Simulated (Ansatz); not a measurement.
Ansatz (a program for electronic structure) input:

Ansatz 0.2 input:
```yaml
crystal:
  periodic: [false, false, false]
  atoms:
    - {symbol: C, position_ang: [3.04041545, 0.80731974, -0.14056934]}
    - {symbol: C, position_ang: [2.07514878, -0.21092252, 0.36086270]}
    - {symbol: C, position_ang: [0.68016841, 0.32645167, 0.51455540]}
    - {symbol: C, position_ang: [-0.41352996, -0.00956178, -0.17247068]}
    - {symbol: C, position_ang: [-0.44507774, -1.03641904, -1.27059260]}
    - {symbol: C, position_ang: [-1.73606843, 0.65051492, 0.13232626]}
    - {symbol: C, position_ang: [-2.79664424, -0.31311708, 0.67711693]}
    - {symbol: H, position_ang: [4.09674267, 0.72889484, 0.07831596]}
    - {symbol: H, position_ang: [2.71323700, 1.58148300, -0.82090801]}
    - {symbol: H, position_ang: [2.42384847, -0.59023662, 1.32932077]}
    - {symbol: H, position_ang: [2.07717968, -1.08888008, -0.29970699]}
    - {symbol: H, position_ang: [0.57941468, 1.09923749, 1.27225863]}
    - {symbol: H, position_ang: [-1.00371011, -1.92543381, -0.96542039]}
    - {symbol: H, position_ang: [0.54720215, -1.35852408, -1.57808151]}
    - {symbol: H, position_ang: [-0.95535871, -0.63346155, -2.15040267]}
    - {symbol: H, position_ang: [-1.57711714, 1.45579772, 0.85241638]}
    - {symbol: H, position_ang: [-2.12163610, 1.11713608, -0.78187032]}
    - {symbol: H, position_ang: [-3.04207949, -1.09406971, -0.04416641]}
    - {symbol: H, position_ang: [-3.71961722, 0.22050279, 0.91102274]}
    - {symbol: H, position_ang: [-2.44457941, -0.79804158, 1.58984987]}
basis:
  gaussian:
    orbitals: def2-TZVP
hamiltonian:
  xc: b3lyp
  dispersion: d3bj
magnetization: {spin_polarized: true, initial_magnetization: 1}
phonons: {temperatures: {t_min: 298.15, t_max: 298.15, t_step: 100}}
```

**Question.** Predict the final energy.

**Answer.** -274.63060 Eh (B3LYP-D3(BJ)/def2-TZVP). The basis has 295 functions.

It need not be the lowest isomer of its formula.
